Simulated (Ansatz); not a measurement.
## Ansatz (development build ahead of 0.2.0) run

```yaml
crystal:
  periodic: [false, false, false]
  atoms:
    - { symbol: B, position_ang: [0.0, 0.0, 0.0] }
basis:
  gaussian: { orbitals: pcseg-2 }
magnetization:
  initial_magnetization: 1
hamiltonian:
  xc: pbe0
```

The input is written out in the form of the current development build from the run's settings.

Results

```json
{
 "Converged": "yes",
 "Total energy": "-24.61612 hartree",
 "Spin squared of the determinant": "0.750"
}
```
